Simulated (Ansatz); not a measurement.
`[F][Ge]([F])([F])[Br]` + H–F → `[F][Ge]([F])([F])[F]` + HBr at 500 K and 1 bar (ligand exchange at a Ge–Br bond).

Gas-phase electronic energies from Ansatz, PBE0-D4/def2-TZVP geometries. CCSD(T)/CBS is the MP2 limit (def2-TZVPP, def2-QZVPP) plus CCSD(T) − MP2 in def2-TZVPP, frozen cores. This one scheme is used for every species. For Br, Ge outer-core shells are correlated without core-valence functions, which leaves a few kJ/mol of doubt a bond. Scalar relativity is left out up to krypton.

```
                species  CCSD(T)/CBS energy (Eh)  H − E (kJ/mol)  S (J/(mol·K))
`[F][Ge]([F])([F])[Br]`              -4948.96178            59.7          386.2
                    H–F               -100.39570            39.4          188.7
 `[F][Ge]([F])([F])[F]`              -2475.42984            61.4          349.2
                    HBr              -2573.91920            30.5          213.7
```

H − E and S are ideal-gas, rigid-rotor, harmonic terms from PBE0-D4/def2-TZVP. 1 Eh = 2625.50 kJ/mol, R = 8.31446 J/(mol·K).

By hand: ΔE, ΔH, ΔS and ΔG.

ΔE = (-2475.42984) + (-2573.91920) − (-4948.96178) − (-100.39570) = 0.00844 Eh = 22.2 kJ/mol. Δ(H − E) = 61.4 + 30.5 − 59.7 − 39.4 = -7.2, so ΔH = 15.0 kJ/mol. ΔS = 349.2 + 213.7 − 386.2 − 188.7 = -12.0 J/(mol·K). ΔG = 15.0 − 500 × (-12.0)/1000 = 21.0 kJ/mol.

By hand: the equilibrium constant, and the temperature at which ΔG would vanish if ΔH and ΔS stayed fixed.

log₁₀ K = −ΔG/(RT ln 10) = -2.2. ΔH and −TΔS have one sign here, so there is no such temperature.

TΔS isn't small against ΔH here. A doubt of 5 kJ/mol in ΔE shifts log₁₀ K by 0.5 here. These are equilibria of isolated gas molecules and say nothing of rates. Largest T1 diagnostic: 0.012 (customary marks: 0.02 for closed shells, 0.045 for open ones).
